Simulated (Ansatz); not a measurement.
`[O]=[Mo]([OH])([OH])([OH])[Cl]`, charge 0, multiplicity 1.

Give a relaxed structure at PBE0-D4/def2-TZVP (the Gaussian-basis code of Ansatz). (Estimate.)

Computed: 
Cartesian coordinates in Å:
```
O -1.758 0.400 -0.847
Mo -0.284 0.018 -0.202
O -0.464 0.894 1.438
O -0.341 -1.681 0.563
O 0.634 -0.568 -1.703
Cl 1.443 1.690 -0.369
H 0.236 1.435 1.815
H -0.990 -1.902 1.238
H 1.524 -0.284 -1.933
```
This is one stationary point; other conformers may exist.
